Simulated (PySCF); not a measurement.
PySCF input file for CH3AlClFS, SMILES C[S][Al]([Cl])[F], TDA-ωB97X/def2-SVPD. Geometry: PBE0-D3(BJ)/def2-SVP. The structure was generated by enumeration; whether it is a known compound was not checked. One conformer was computed; it need not be the lowest.

```python
import numpy as np
from pyscf import gto, scf, dft, tdscf

mol = gto.M(
    atom='''
    Al    0.28392870   -0.39147707   -0.00000000
    Cl   -0.45621679   -2.33658575   -0.00000000
    F     1.92700302   -0.14563661    0.00000000
    S    -1.00818628    1.32593284    0.00000000
    C     0.23753566    2.67374869   -0.00000000
    H     1.26424174    2.28624937   -0.00000000
    H     0.08155498    3.28911114    0.89559231
    H     0.08155498    3.28911114   -0.89559232
    ''',
    basis='def2-SVPD',
    charge=0,
    spin=0,
    symmetry=True,
    max_memory=1600,
    verbose=4,
)
mf = dft.RKS(mol, xc='wb97x').density_fit(auxbasis='def2-universal-jkfit')
mf.grids.level = 3
mf.conv_tol = 1e-9
mf.max_cycle = 100
mf.kernel()
mf.grids = dft.Grids(mol).set(level=1).build(with_non0tab=True)  # coarser grid for the response kernel
td = tdscf.TDA(mf)
td.singlet = True
td.nstates = 10
td.conv_tol = 1e-4
td.positive_eig_threshold = 1e-6
td.kernel(x0=td.get_init_guess(mf, 15))
td.analyze()
tt = tdscf.TDA(mf)
tt.singlet = False
tt.nstates = 4
tt.conv_tol = 1e-4
tt.positive_eig_threshold = 1e-6
tt.kernel(x0=tt.get_init_guess(mf, 9))
tt.analyze(verbose=3)
```

Program output:

```
PySCF version 2.14.0

[INPUT] verbose = 4
[INPUT] num. atoms = 8
[INPUT] num. electrons = 64
[INPUT] charge = 0
[INPUT] spin (= nelec alpha-beta = 2S) = 0
[INPUT] symmetry True subgroup None
[INPUT] Mole.unit = angstrom
[INPUT] Symbol           X                Y                Z      unit          X                Y                Z       unit  Magmom
[INPUT]  1 Al     0.283928700000  -0.391477070000   0.000000000000 AA    0.536547481904  -0.739784446347   0.000000000000 Bohr   0.0
[INPUT]  2 Cl    -0.456216790000  -2.336585750000   0.000000000000 AA   -0.862124786528  -4.415507134061   0.000000000000 Bohr   0.0
[INPUT]  3 F      1.927003020000  -0.145636610000   0.000000000000 AA    3.641507949010  -0.275213306610   0.000000000000 Bohr   0.0
[INPUT]  4 S     -1.008186280000   1.325932840000   0.000000000000 AA   -1.905195951744   2.505649927167   0.000000000000 Bohr   0.0
[INPUT]  5 C      0.237535660000   2.673748690000   0.000000000000 AA    0.448877342218   5.052652750015   0.000000000000 Bohr   0.0
[INPUT]  6 H      1.264241740000   2.286249370000   0.000000000000 AA    2.389070643844   4.320385161759   0.000000000000 Bohr   0.0
[INPUT]  7 H      0.081554980000   3.289111140000   0.895592310000 AA    0.154116576294   6.215519247856   1.692424185167 Bohr   0.0
[INPUT]  8 H      0.081554980000   3.289111140000  -0.895592320000 AA    0.154116576294   6.215519247856  -1.692424204064 Bohr   0.0

nuclear repulsion = 327.541382552045
point group symmetry = Cs
symmetry origin: [ 8.85809034e-10  2.36215769e-09 -2.95269708e-10]
symmetry axis x: [ 1.00000000e+00  1.78528210e-09 -1.49326116e-11]
symmetry axis y: [ 1.7852821e-09 -1.0000000e+00  1.7195325e-10]
symmetry axis z: [1.49326113e-11 1.71953249e-10 1.00000000e+00]
num. orbitals of irrep A' = 99
num. orbitals of irrep A" = 46
number of shells = 61
number of NR pGTOs = 225
number of NR cGTOs = 145
basis = def2-SVPD
ecp = {}


[settings echo left out]
init E= -1240.42490371402
HOMO (A") = -0.318215992242906  LUMO (A') = -0.0640893094584603  gap/eV = 6.91514
cycle= 1 E= -1240.20849114762  delta_E= 0.216  |g|= 0.615  |ddm|= 3.13
HOMO (A") = -0.369868075195238  LUMO (A') = 0.0122975322793755  gap/eV = 10.39926
cycle= 2 E= -1240.21796169183  delta_E= -0.00947  |g|= 0.695  |ddm|= 1.19
HOMO (A") = -0.368008135984859  LUMO (A') = 0.0185472711412991  gap/eV = 10.51871
cycle= 3 E= -1240.29545754354  delta_E= -0.0775  |g|= 0.061  |ddm|= 0.481
HOMO (A") = -0.369508584954731  LUMO (A') = 0.0238855944586507  gap/eV = 10.70480
cycle= 4 E= -1240.29648913832  delta_E= -0.00103  |g|= 0.0231  |ddm|= 0.112
HOMO (A") = -0.367869538860191  LUMO (A') = 0.0237496786655838  gap/eV = 10.65650
cycle= 5 E= -1240.29669727234  delta_E= -0.000208  |g|= 0.00438  |ddm|= 0.0438
HOMO (A") = -0.368085850075004  LUMO (A') = 0.023580183668459  gap/eV = 10.65778
cycle= 6 E= -1240.29670973559  delta_E= -1.25e-05  |g|= 0.0017  |ddm|= 0.013
HOMO (A") = -0.368045623774528  LUMO (A') = 0.0235932305199946  gap/eV = 10.65704
cycle= 7 E= -1240.29671158357  delta_E= -1.85e-06  |g|= 0.000653  |ddm|= 0.00487
HOMO (A") = -0.368071092001772  LUMO (A') = 0.0235672477249493  gap/eV = 10.65702
cycle= 8 E= -1240.29671188403  delta_E= -3e-07  |g|= 0.000159  |ddm|= 0.00192
HOMO (A") = -0.368087063150665  LUMO (A') = 0.0235662625279853  gap/eV = 10.65743
cycle= 9 E= -1240.29671191097  delta_E= -2.69e-08  |g|= 4.23e-05  |ddm|= 0.000653
HOMO (A") = -0.368077888343658  LUMO (A') = 0.023566715713955  gap/eV = 10.65719
cycle= 10 E= -1240.29671191271  delta_E= -1.74e-09  |g|= 1.56e-05  |ddm|= 0.00014
HOMO (A") = -0.36808130182439  LUMO (A') = 0.0235662996827335  gap/eV = 10.65727
cycle= 11 E= -1240.29671191288  delta_E= -1.64e-10  |g|= 3.59e-06  |ddm|= 4.62e-05
HOMO (A") = -0.368080240775739  LUMO (A') = 0.0235664175007262  gap/eV = 10.65725
Extra cycle  E= -1240.29671191289  delta_E= -8.19e-12  |g|= 1.84e-06  |ddm|= 1.05e-05
converged SCF energy = -1240.29671191289
tot grids = 36880
Overwritten attributes  positive_eig_threshold  of <class 'pyscf.tdscf.rks.TDA'>


******** <class 'pyscf.tdscf.rks.TDA'> for <class 'pyscf.df.df_jk.DFSymAdaptedRKS'> ********
nstates = 10 singlet
deg_eia_thresh = 1.000e-03
wfnsym = None
conv_tol = 0.0001
eigh lindep = 1e-12
eigh level_shift = 0
eigh max_cycle = 100


Excitation energies (eV)
[5.70810928 6.31041636 6.5450736  7.51345009 7.55195272 7.73929116
 7.83933404 7.97495401 8.05406367 8.22106435]

** Singlet excitation energies and oscillator strengths **
Excited State   1:   A"      5.70811 eV    217.21 nm  f=0.0347
      32 -> 33       -0.63151
      32 -> 35       -0.20672
      32 -> 36        0.17525
Excited State   2:   A"      6.31042 eV    196.48 nm  f=0.0100
      32 -> 33       -0.20793
      32 -> 35        0.60578
      32 -> 39        0.12689
      32 -> 40       -0.17936
Excited State   3:   A'      6.54507 eV    189.43 nm  f=0.0327
      31 -> 33       -0.29237
      31 -> 36        0.11829
      32 -> 34        0.60686
Excited State   4:   A'      7.51345 eV    165.02 nm  f=0.3877
      31 -> 33       -0.60191
      31 -> 37        0.12156
      32 -> 34       -0.28967
Excited State   5:   A"      7.55195 eV    164.18 nm  f=0.0019
      31 -> 34        0.66327
      32 -> 39        0.10547
Excited State   6:   A'      7.73929 eV    160.20 nm  f=0.0116
      30 -> 33        0.33691
      31 -> 35       -0.54903
      31 -> 40        0.16914
Excited State   7:   A'      7.83933 eV    158.16 nm  f=0.0059
      30 -> 33       -0.55469
      30 -> 35        0.13649
      30 -> 36        0.15653
      31 -> 35       -0.31194
      31 -> 40        0.10310
Excited State   8:   A"      7.97495 eV    155.47 nm  f=0.1047
      29 -> 33        0.59719
      29 -> 35       -0.10411
      29 -> 36       -0.16888
      31 -> 34        0.12491
      32 -> 36        0.15975
      32 -> 37       -0.16661
Excited State   9:   A"      8.05406 eV    153.94 nm  f=0.0052
      29 -> 33       -0.24166
      32 -> 35        0.10575
      32 -> 36        0.47298
      32 -> 37       -0.30381
      32 -> 39       -0.19962
      32 -> 46       -0.13382
      32 -> 48        0.12137
Excited State  10:   A"      8.22106 eV    150.81 nm  f=0.0002
      30 -> 34       -0.67720

** Transition electric dipole moments (AU) **
state          X           Y           Z        Dip. S.      Osc.
  1        -0.0000     -0.0000     -0.4982      0.2482      0.0347
  2        -0.0000     -0.0000     -0.2547      0.0649      0.0100
  3         0.1418     -0.4289      0.0000      0.2041      0.0327
  4        -0.7288      1.2551     -0.0000      2.1064      0.3877
  5        -0.0000      0.0000      0.1015      0.0103      0.0019
  6         0.2294      0.0924      0.0000      0.0611      0.0116
  7        -0.1392      0.1065      0.0000      0.0307      0.0059
  8        -0.0000      0.0000      0.7320      0.5358      0.1047
  9         0.0000      0.0000      0.1622      0.0263      0.0052
 10        -0.0000     -0.0000      0.0339      0.0011      0.0002

** Transition velocity dipole moments (imaginary part, AU) **
state          X           Y           Z        Dip. S.      Osc.
  1        -0.0000     -0.0000     -0.0444      0.0020      0.0063
  2        -0.0000     -0.0000     -0.0995      0.0099      0.0285
  3        -0.0239     -0.0554     -0.0000      0.0036      0.0101
  4        -0.1383      0.2748     -0.0000      0.0946      0.2285
  5        -0.0000     -0.0000     -0.0391      0.0015      0.0037
  6         0.1197     -0.0458      0.0000      0.0164      0.0385
  7        -0.0303      0.0032      0.0000      0.0009      0.0022
  8         0.0000      0.0000      0.1690      0.0286      0.0650
  9         0.0000      0.0000      0.0163      0.0003      0.0006
 10        -0.0000      0.0000      0.0026      0.0000      0.0000

** Transition magnetic dipole moments (imaginary part, AU) **
state          X           Y           Z
  1         0.0621      0.5388     -0.0000
  2         0.8379     -0.0235      0.0000
  3         0.0000     -0.0000     -0.0759
  4         0.0000      0.0000      0.7538
  5        -0.6948     -0.5162     -0.0000
  6        -0.0000     -0.0000      0.1341
  7        -0.0000     -0.0000      0.9393
  8         0.8213     -0.5980     -0.0000
  9         0.0455     -0.4110      0.0000
 10         0.0638     -0.0422     -0.0000


******** <class 'pyscf.tdscf.rks.TDA'> for <class 'pyscf.df.df_jk.DFSymAdaptedRKS'> ********
nstates = 4 triplet
deg_eia_thresh = 1.000e-03
wfnsym = None
conv_tol = 0.0001
eigh lindep = 1e-12
eigh level_shift = 0
eigh max_cycle = 100


Excitation energies (eV)
[5.4446362  5.77572738 5.82823493 6.57790769]

** Triplet excitation energies and oscillator strengths **
Excited State   1:   A"      5.44464 eV    227.72 nm  f=0.0000
Excited State   2:   A"      5.77573 eV    214.66 nm  f=0.0000
Excited State   3:   A'      5.82823 eV    212.73 nm  f=0.0000
Excited State   4:   A'      6.57791 eV    188.49 nm  f=0.0000
```

Self-consistency was reached.

Cost: roughly 4 core-minutes.
